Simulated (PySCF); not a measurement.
Structure revision by computed shifts

A compound C9H13P gives the data below (simulated from a calculation) and was assigned the structure `Cc1cpc(C)c(C)c1C`.

13C{1H} NMR (computed): δ 160.5 (C), 157.2 (C), 148.4 (C), 142.2 (CH), 138.1 (CH), 121.0 (CH2), 20.9 (CH3), 16.2 (CH3), 15.5 (CH3).

1H NMR (500 MHz, computed): δ 7.09 (m, 1H), 6.66 (m, 1H), 5.73 (m, 1H), 5.33 (m, 1H), 2.21 (s, 3H), 2.15 (s, 3H), 1.20 (m, 3H).

[PySCF 2.14.0 with density-fitted response routines: NMR shieldings at PBE0/pcSseg-1/GIAO; GFN2-xTB structure; no solvent model; equivalent nuclei averaged; non-relativistic; a single conformation]

References, each an isolated molecule treated in the same way: TMS for 1H (31.72 ppm) and 13C (186.93 ppm).

Problem. Compare with the shifts computed for the proposed structure, pairing carbons in order of shift.

Solution. Structure with atom numbers: `[CH3:1][c:2]1[cH:3][p:4][c:5]([CH3:6])[c:7]([CH3:8])[c:9]1[CH3:10]`. Hydrogens are named by the atom that carries them.

```json
{"atom": "C5", "computed for proposal": "174.2", "given list": "160.5", "difference": "+13.7"}
{"atom": "C3", "computed for proposal": "163.7", "given list": "157.2", "difference": "+6.5"}
{"atom": "C7", "computed for proposal": "146.0", "given list": "148.4", "difference": "-2.4"}
{"atom": "C2", "computed for proposal": "144.7", "given list": "142.2", "difference": "+2.5"}
{"atom": "C9", "computed for proposal": "142.5", "given list": "138.1", "difference": "+4.4"}
{"atom": "C1", "computed for proposal": "28.9", "given list": "121.0", "difference": "-92.1"}
{"atom": "C6", "computed for proposal": "28.0", "given list": "20.9", "difference": "+7.1"}
{"atom": "C10", "computed for proposal": "20.7", "given list": "16.2", "difference": "+4.5"}
{"atom": "C8", "computed for proposal": "20.4", "given list": "15.5", "difference": "+4.9"}
```

The rms difference is 31.4 ppm and the largest -92.1 ppm at C1 (methyl carbon on an aromatic ring). The carbon types in order of shift don't match either: C, CH, C, C, C, CH3, CH3, CH3, CH3 for the proposal against C, C, C, CH, CH, CH2, CH3, CH3, CH3 in the data. The proposal doesn't fit.

Problem. Which isomer fits?

Solution. SMILES C=Cc1c(C)c(C)cp1C.

1. δC 160.5, 157.2, 148.4: unsaturated ring carbon.
2. δC 142.2: unsaturated ring CH.
3. δC 138.1: alkene CH; as expected for a trigonal carbon in a double bond.
4. δC 121.0: terminal =CH2 carbon; an sp2 carbon of a C=C bond.

The data come from this structure; uniqueness wasn't tested.

Splittings by 31P in the carbon and heteronuclear signals aren't shown, as no couplings were computed. Shifts are as computed. Against solution values, carbons near 30 ppm lie about +3 ppm off and those near 130 ppm about +5 ppm. Of 1211 compounds with measured shifts, 218 miss one by over three times the rms of a fit or turn the order of signals round; such compounds aren't used in these exercises. No couplings were computed; multiplicities are counted from neighbouring protons, with m where these are inequivalent, close in shift, in a saturated or five-membered ring or joined by F or P, and br s for small geminal =CH2 splittings.
